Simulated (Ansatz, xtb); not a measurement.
Relative energy of two isomers of C3H9NOSi

Structure X: `N[C@@H]1C[C@H]([SiH3])O1`, a singlet. Structure Y: `N[C@@H]1OC[C@H]1[SiH3]`, a singlet. Both are isolated molecules in the gas phase, relaxed with B3LYP-D3(BJ)/def2-SVP; the shapes shown needn't be the lowest conformers.

X (Å):

```xyz
15

C     0.2168   -0.5079   -0.5778
C    -0.9245   -0.2405    0.4201
C    -0.0743   -1.0525    1.4229
N     0.7836    0.6229   -1.2115
O     1.0170   -1.1422    0.4702
Si    0.5040   -0.1996    3.0190
H     1.1209    1.2987   -0.5255
H     1.5654    0.3674   -1.8134
H    -0.0264   -1.2576   -1.3526
H    -1.9089   -0.6512    0.1573
H    -1.0356    0.8296    0.6545
H    -0.5034   -2.0510    1.6338
H     0.9897    1.1684    2.6705
H     1.6106   -0.9704    3.6536
H    -0.6279   -0.0790    3.9888
```

Y (Å):

```yaml
atoms:
  - { symbol: C, position_ang: [-0.5487, -0.4072, 0.8197] }
  - { symbol: C, position_ang: [0.2069, 1.2909, 1.7223] }
  - { symbol: C, position_ang: [0.1597, 0.8433, 0.2407] }
  - { symbol: N, position_ang: [-1.9444, -0.4893, 0.4590] }
  - { symbol: O, position_ang: [-0.3791, 0.0580, 2.1605] }
  - { symbol: Si, position_ang: [1.7985, 0.5900, -0.6572] }
  - { symbol: H, position_ang: [-2.0262, -0.7350, -0.5298] }
  - { symbol: H, position_ang: [-2.3879, -1.2470, 0.9822] }
  - { symbol: H, position_ang: [0.0015, -1.3670, 0.6948] }
  - { symbol: H, position_ang: [1.2107, 1.4434, 2.1593] }
  - { symbol: H, position_ang: [-0.4195, 2.1673, 1.9646] }
  - { symbol: H, position_ang: [-0.5334, 1.4430, -0.3687] }
  - { symbol: H, position_ang: [2.4369, 1.9058, -0.9553] }
  - { symbol: H, position_ang: [2.7222, -0.2118, 0.1979] }
  - { symbol: H, position_ang: [1.5732, -0.1400, -1.9408] }
```

**Question.** Estimate E(Y) − E(X) at the level CCSD(T)/def2-SVP + ΔMP2/def2-TZVPP.

**Answer.** Calculated at CCSD(T)/def2-SVP + ΔMP2/def2-TZVPP: E(Y) − E(X) = +2.9 kcal/mol, so structure X lies lower.

The same difference at several levels:

```tsv
level	geometry	E(Y) − E(X) (kcal/mol)	departure from the last row (kcal/mol)	job, with rough time for the two
GFN2-xTB	GFN2-xTB	+4.4	+1.5	optimisation, 0.57 s
HF/STO-3G	GFN2-xTB	+3.2	+0.3	single point, 1.5 s
r2SCAN-D4/def2-SVP	GFN2-xTB	+4.3	+1.4	single point, 13 s
B3LYP-D3(BJ)/def2-SVP	B3LYP-D3(BJ)/def2-SVP	+4.2	+1.3	optimisation, 5 min
HF/def2-SVP	B3LYP-D3(BJ)/def2-SVP	+2.5	−0.4	part of the CCSD(T) run
MP2/def2-SVP	B3LYP-D3(BJ)/def2-SVP	+3.4	+0.5	part of the CCSD(T) run
CCSD(T)/def2-SVP	B3LYP-D3(BJ)/def2-SVP	+3.4	+0.5	single point
CCSD(T)/def2-SVP + ΔMP2/def2-TZVPP	B3LYP-D3(BJ)/def2-SVP	+2.9		single point, 3.3 min
```

As drawn, both hold the same kinds of bond in the same numbers.

None of the levels shown reverses the order. The largest departure from CCSD(T)/def2-SVP + ΔMP2/def2-TZVPP is that of GFN2-xTB, 1.5 kcal/mol. The last row adds to CCSD(T) the change of the MP2 difference between the two basis sets, here −0.5 kcal/mol.

With thermal terms from frequencies at re-optimised GFN2-xTB minima (ideal gas, soft modes damped towards free rotors, one conformer each, 298.15 K, 1 atm): on the last row, ΔE + ΔZPE = +2.5, ΔH = +2.7, ΔG = +1.9 kcal/mol.

The correlated steps freeze 10 core orbitals. Run with Ansatz 0.2.0, xtb 6.7.1; the last row on 2 threads of AMD EPYC (Zen 3) on a shared host.
